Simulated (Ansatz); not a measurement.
GeH12Si5, SMILES `[SiH2]1[SiH2][SiH2][GeH2][SiH2][SiH2]1`. Charge 0, multiplicity 1. The structure was optimised at the PBE0-D4/def2-TZVP level.

```xyz
18

Si    1.499    1.448    0.501
Si    1.477   -0.569    1.697
Si   -0.285   -1.922    0.953
Ge   -0.558   -1.580   -1.388
Si   -1.436    0.616   -1.728
Si   -0.707    2.031   -0.008
H     2.202    2.510    1.274
H     2.235    1.241   -0.779
H     1.316   -0.281    3.150
H     2.770   -1.285    1.503
H    -0.039   -3.353    1.284
H    -1.542   -1.496    1.631
H     0.822   -1.681   -2.068
H    -1.476   -2.640   -2.024
H    -2.924    0.554   -1.754
H    -0.965    1.146   -3.038
H    -1.552    1.803    1.199
H    -0.838    3.460   -0.406
```

Task: What is the dipole moment at PBE/def2-TZVPP? (Best estimate.)

Result: The calculation gave: 0.04 D, zero by symmetry or nearly so.

Task: Give the Mulliken charges with PBE, r2SCAN, B3LYP in def2-TZVPP. (Best estimate.)

Result: Ansatz gave: 
| atom | PBE | r2SCAN | B3LYP |
| --- | --- | --- | --- |
| Si1 | 0.08 | 0.12 | 0.11 |
| Si2 | 0.09 | 0.13 | 0.12 |
| Si3 | 0.04 | 0.09 | 0.09 |
| Ge4 | 0.04 | 0.00 | 0.00 |
| Si5 | 0.06 | 0.12 | 0.11 |
| Si6 | 0.08 | 0.11 | 0.10 |
| H7 | -0.05 | -0.07 | -0.06 |
| H8 | -0.03 | -0.05 | -0.05 |
| H9 | -0.04 | -0.06 | -0.06 |
| H10 | -0.04 | -0.06 | -0.05 |
| H11 | -0.04 | -0.06 | -0.05 |
| H12 | -0.03 | -0.05 | -0.05 |
| H13 | 0.00 | 0.00 | 0.00 |
| H14 | 0.00 | 0.00 | 0.00 |
| H15 | -0.04 | -0.06 | -0.05 |
| H16 | -0.04 | -0.06 | -0.05 |
| H17 | -0.03 | -0.05 | -0.05 |
| H18 | -0.05 | -0.07 | -0.06 |

B3LYP here is the variant with VWN-RPA as its local correlation; programs differ in this.
